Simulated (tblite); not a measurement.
`CO[Si](F)(OC)[SiH2][SiH3]`. The geometry is computed with GFN2-xTB (gas phase).

```
atom  x, y, z in Å
C1     0.8305    2.3896    1.4805
O2     0.1746    1.2163    1.0770
Si3    0.4158    0.2800   -0.2072
F4     0.1034    1.1516   -1.5487
O5     1.9959   -0.0641   -0.3072
C6     2.6431   -0.9219   -1.2036
Si7   -1.0900   -1.4085    0.0126
Si8   -3.3176   -0.7793    0.0237
H9     0.6688    3.1830    0.7489
H10    1.9014    2.2125    1.5846
H11    0.4120    2.6871    2.4420
H12    2.2070   -1.9228   -1.1582
H13    2.5586   -0.5468   -2.2257
H14    3.6943   -0.9705   -0.9190
H15   -0.7695   -2.2271    1.1976
H16   -0.8401   -2.3669   -1.0883
H17   -3.7325   -0.0950   -1.2057
H18   -3.6507    0.1248    1.1296
H19   -4.2147   -1.9326    0.1595
```

Q: Work out the bond lengths C1–H11, Si3–F4, Si3–Si7, C6–H14, Si7–Si8, Si7–H16, Si8–H18 in Å.

A: For C1–H11 the difference vector is (-0.4185, 0.2975, 0.9615) Å, of length 1.0900 Å. C1–H11 1.090; Si3–F4 1.630; Si3–Si7 2.273; C6–H14 1.090; Si7–Si8 2.315; Si7–H16 1.481; Si8–H18 1.467 Å.

Q: Give the dihedral angles Si3–Si7–Si8–H17, H9–C1–O2–Si3, C1–O2–Si3–O5, H16–Si7–Si8–H19.

A: Si3–Si7–Si8–H17 60° (synclinal); H9–C1–O2–Si3 64° (synclinal); C1–O2–Si3–O5 50° (synclinal); H16–Si7–Si8–H19 58° (synclinal). Dihedral signs follow IUPAC: positive where, seen along the central bond, the front bond turns clockwise onto the rear one.

Q: What is the repulsion energy of the bare nuclei, Σ ZA·ZB/RAB?

A: 666.26 Eh over 171 pairs, with full nuclear charges and distances in bohr; the largest single term is 45.63 Eh (Si3 with Si7).

Q: How far apart are these pairs, which share no bond: O2···Si7, O5···H19, Si8···H14, H9···H18, H10···H16, H15···H16, H16···H18?

A: O2···Si7 3.102 Å (2 bonds apart); O5···H19 6.502 Å (4 bonds apart); Si8···H14 7.078 Å (5 bonds apart); H9···H18 5.306 Å (6 bonds apart); H10···H16 5.969 Å (5 bonds apart); H15···H16 2.291 Å (2 bonds apart); H16···H18 4.362 Å (3 bonds apart).

Q: What are the angles O2–C1–H11, O2–C1–H10, O2–Si3–O5, Si3–O5–C6, Si8–Si7–H15, H18–Si8–H19?

A: From the scalar product of the two bond vectors; for O2–C1–H11 it is -0.4625 Å² over 1.4034 × 1.0900 Å², cos θ = -0.3024. O2–C1–H11 107.6°; O2–C1–H10 110.5°; O2–Si3–O5 108.6°; Si3–O5–C6 128.4°; Si8–Si7–H15 110.9°; H18–Si8–H19 106.0°.

Q: Write the matrix of distances between heavy atoms (Å, lower triangle).

A: 
```
C1    0.000
O2    1.403  0.000
Si3   2.733  1.607  0.000
F4    3.352  2.627  1.630  0.000
O5    3.252  2.622  1.620  2.569  0.000
C6    4.632  3.983  2.720  3.297  1.399  0.000
Si7   4.502  3.102  2.273  3.227  3.381  3.956  0.000
Si8   5.420  4.158  3.888  4.231  5.372  6.087  2.315  0.000
```

Its lowest GFN2-xTB frequency is 10 cm⁻¹, too small to tell a flat minimum from a shallow saddle. One conformer, not necessarily the lowest. 3 starts were optimised and ended at 0.00, 0.62 and 1.11 kcal/mol (GFN2-xTB); the lowest of these is shown.
